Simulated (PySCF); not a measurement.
Job file and geometry (Å, from GFN2-xTB) of an NMR shielding run on SMILES N[Si@@H](NCC#C)NC, C$_{4}$H$_{11}$N$_{3}$Si, GIAO PBE0/pcSseg-1 NMR shielding, non-relativistic, gas phase in PySCF; density fitting, a coarse starting grid and PySCF grid level 2 are the driver's defaults:

```
$ OMP_NUM_THREADS=1 python probes_run.py task.json out

{"job": {"kind": "nmr", "xc": "PBE0", "basis": "pcSseg-1"}, "charge": 0, "multiplicity": 1}
C     -3.689106     0.552921     1.249154
C     -2.996921    -0.133927     0.554713
C     -2.085420    -0.972330    -0.206299
N     -0.734824    -0.951997     0.306794
Si     0.356092     0.285949    -0.177709
N      0.401109     0.185441    -1.900687
N      1.827943    -0.165602     0.602201
C      3.064828     0.511569     0.312795
H     -4.319088     1.160431     1.828224
H     -2.049733    -0.617155    -1.238054
H     -2.466503    -2.003462    -0.199143
H     -0.704438    -1.249339     1.270045
H     -0.065899     1.675939     0.067307
H      0.510430    -0.728987    -2.310780
H      0.968124     0.849303    -2.401145
H      1.786497    -0.452575     1.567624
H      3.915052    -0.137613     0.535064
H      3.085497     0.757566    -0.746696
H      3.186559     1.443120     0.879131
```

Q: Write the output of this run.

A: 
```
coarse grid: 15976 points
cycle   1  E = -612.0928336492  dE =  9.762e-01  |g| = 6.648e-01  |ddm| = 3.996e+00
cycle   2  E = -612.0534194738  dE =  3.941e-02  |g| = 8.010e-01  |ddm| = 1.425e+00
cycle   3  E = -612.1906441029  dE = -1.372e-01  |g| = 8.275e-02  |ddm| = 8.070e-01
cycle   4  E = -612.1920407317  dE = -1.397e-03  |g| = 2.680e-02  |ddm| = 1.019e-01
cycle   5  E = -612.1921763420  dE = -1.356e-04  |g| = 1.363e-02  |ddm| = 3.214e-02
cycle   6  E = -612.1922143780  dE = -3.804e-05  |g| = 5.112e-03  |ddm| = 1.153e-02
cycle   7  E = -612.1922207731  dE = -6.395e-06  |g| = 8.283e-04  |ddm| = 3.917e-03
final grid: 148832 points
cycle   8  E = -612.2316768555  dE = -3.255e-05  |g| = 9.815e-03  |ddm| = 3.511e-02
cycle   9  E = -612.2316666984  dE =  1.016e-05  |g| = 1.214e-02  |ddm| = 1.871e-02
cycle  10  E = -612.2316984762  dE = -3.178e-05  |g| = 1.031e-03  |ddm| = 1.020e-02
cycle  11  E = -612.2316987007  dE = -2.245e-07  |g| = 3.169e-04  |ddm| = 1.063e-03
cycle  12  E = -612.2316987164  dE = -1.573e-08  |g| = 1.881e-04  |ddm| = 3.113e-04
cycle  13  E = -612.2316987250  dE = -8.528e-09  |g| = 3.232e-05  |ddm| = 1.503e-04
cycle  14  E = -612.2316987252  dE = -2.274e-10  |g| = 7.727e-06  |ddm| = 3.524e-05
converged SCF energy = -612.2316987252

GIAO shielding tensors (ppm)
atom      isotropic    diamagn.    paramagn.     s11        s22        s33       span
  0 C      110.389     256.466    -146.078     41.577     47.892    241.696    200.119
  1 C       96.208     266.164    -169.956    -11.226      1.496    298.353    309.579
  2 C      153.972     240.708     -86.736    130.740    155.380    175.794     45.054
  3 N      223.094     327.044    -103.950    193.806    232.750    242.725     48.919
  4 Si     381.577     883.714    -502.137    340.874    383.318    420.539     79.665
  5 N      244.489     320.257     -75.768    208.710    235.124    289.632     80.922
  6 N      234.821     327.220     -92.399    210.835    220.360    273.269     62.434
  7 C      157.529     241.003     -83.474    133.067    152.687    186.833     53.765
  8 H       30.083      33.725      -3.641     25.149     25.305     39.797     14.648
  9 H       27.622      27.989      -0.367     22.014     29.488     31.364      9.351
 10 H       27.982      25.665       2.317     21.514     27.648     34.783     13.268
 11 H       31.648      36.215      -4.567     23.135     32.145     39.664     16.529
 12 H       26.479      32.824      -6.345     23.634     24.544     31.260      7.627
 13 H       31.559      32.692      -1.133     24.867     27.045     42.764     17.897
 14 H       31.002      31.868      -0.867     24.359     26.819     41.827     17.468
 15 H       31.817      36.077      -4.261     22.284     32.041     41.125     18.841
 16 H       28.852      26.809       2.043     23.467     26.681     36.409     12.942
 17 H       29.174      29.052       0.121     24.335     28.747     34.439     10.104
 18 H       28.937      27.692       1.245     23.245     26.837     36.730     13.484
```

Q: Turn these shieldings into chemical shifts. Scale: 13C (186.93 ppm), 29Si (349.16 ppm), 1H (31.72 ppm) against TMS; 15N (267.73 ppm) against NH3 (reference shieldings calculated alike).

A: Averaging equivalent atoms: C 1: 90.7; C 0: 76.5; C 2: 33.0; C 7: 29.4; N 3: 44.6; N 6: 32.9; N 5: 23.2; Si 4: -32.4; H 12: 5.24; H 9: 4.09; H 10: 3.74; H 16/17/18: 2.73; H 8: 1.63; H 13/14: 0.44; H 11: 0.07; H 15: -0.10 ppm. Experimental scales use liquid or dissolved standards, which lie at an offset from isolated NH3 (liquid NH3: subtract about 20 ppm).

Size and cost of the density-fitted run: 198 basis functions, 63 s wall time on 1 thread of an Arm Neoverse N1, shared host; peak memory 0.87 GiB.
